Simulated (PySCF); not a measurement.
Orbital levels and atomic charges

System: (6,1) BN nanotube piece (B10H14N10).

Cartesian coordinates (Å):
```
  1 B     2.672    0.968    0.393
  2 N     1.904    2.031   -0.154
  3 B     0.959    2.778    0.617
  4 N    -0.385    2.830    0.104
  5 B    -0.746    2.859   -1.285
  6 N    -1.709    1.943   -1.760
  7 B    -1.275    2.146    1.017
  8 N    -1.996    1.025    0.505
  9 B    -2.034    0.822   -0.920
 10 N    -2.125   -0.501   -1.437
 11 B    -2.135   -0.119    1.374
 12 N    -1.743   -1.381    0.843
 13 B    -1.557   -1.505   -0.583
 14 N    -0.598   -2.431   -1.093
 15 B    -1.057   -2.311    1.708
 16 N     0.078   -2.954    1.174
 17 B     0.474   -2.739   -0.187
 18 N     1.836   -2.505   -0.601
 19 B     2.541   -1.528    0.192
 20 N     2.787   -0.244   -0.363
 21 H     3.090    1.029    1.481
 22 H     1.591    1.876   -1.106
 23 H     1.234    3.137    1.695
 24 H    -0.223    3.608   -2.026
 25 H    -1.950    1.928   -2.739
 26 H    -1.277    2.394    2.161
 27 H    -2.105   -0.638   -2.437
 28 H    -2.395    0.014    2.507
 29 H    -0.421   -2.424   -2.087
 30 H    -1.365   -2.448    2.829
 31 H     0.723   -3.413    1.796
 32 H     1.914   -2.359   -1.600
 33 H     2.771   -1.734    1.319
 34 H     2.522   -0.151   -1.337
```

Method: B3LYP/6-31G*, gas phase, PySCF, fitting set def2-universal-JFIT up to Ne and JKFIT beyond, grid level 1.

Task: Give the orbital energies near the gap.

Result: 
```
orbital     eV
 HOMO-4  -7.97
 HOMO-3  -7.65
 HOMO-2  -6.97
 HOMO-1  -6.59
   HOMO  -6.54
   LUMO  -0.27
 LUMO+1   0.22
 LUMO+2   0.40
 LUMO+3   0.60
```

Task: Give the partial charges of the non-hydrogen atoms.

Result: 
```csv
atom,Mulliken,IAO,Hirshfeld
B1,0.27,0.24,0.17
N2,-0.53,-0.46,-0.22
B3,0.29,0.27,0.19
N4,-0.37,-0.43,-0.22
B5,0.21,0.20,0.15
N6,-0.55,-0.47,-0.22
B7,0.25,0.26,0.18
N8,-0.37,-0.42,-0.21
B9,0.42,0.41,0.21
N10,-0.57,-0.50,-0.24
B11,0.27,0.27,0.19
N12,-0.37,-0.42,-0.21
B13,0.43,0.41,0.21
N14,-0.57,-0.51,-0.24
B15,0.27,0.24,0.17
N16,-0.56,-0.48,-0.21
B17,0.47,0.43,0.22
N18,-0.56,-0.52,-0.25
B19,0.27,0.25,0.17
N20,-0.52,-0.47,-0.22
```
